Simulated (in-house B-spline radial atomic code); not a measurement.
A fraction x of an electron is removed from 3d in Mn VI (Mn5+), starting from [Ar] 3d2 and keeping the highest spin. All numbers are computed (non-relativistic BHandHLYP, spin-polarised, spherical fractional occupations; point nucleus) with a radial B-spline atomic code at the basis-set limit, not measured.

Caution: exact exchange at fractional occupations of open shells leaves self-interaction of up to several eV.

```
   x  E(x) - E(0) (eV)  3d up level (eV)
   0            0.0000           -83.056
0.11            9.2565           -85.248
0.14           11.8230           -85.848
0.34           29.3955           -89.886
0.43           37.5677           -91.721
 0.5           44.0384           -93.156
0.54           47.7811           -93.980
0.68           61.1408           -96.878
0.87           79.9246          -100.855
0.96           89.0870          -102.755
   1           93.2142          -103.604
```

The exact functional would give a straight line between the two integer points. Deviations E(x) - E(0) - x[E(1) - E(0)], in eV: -0.997 at x = 0.11, -1.227 at x = 0.14, -2.297 at x = 0.34, -2.514 at x = 0.43, -2.569 at x = 0.5, -2.555 at x = 0.54, -2.245 at x = 0.68, -1.172 at x = 0.87, -0.399 at x = 0.96.

The curve lies below the straight line by up to 2.569 eV (at x = 0.5): convex, the delocalisation error, to which spherically averaged exact exchange adds.

Q: How well does Slater's transition state (minus the level at half occupation) give the ionisation energy?

A: It gives 93.156 eV against 93.214 eV from the two total energies; NIST lists 95.60 eV, ground level to ground level. The end point has an open shell averaged over its orbitals, so its exact exchange keeps a self-interaction and this is no true integer point.
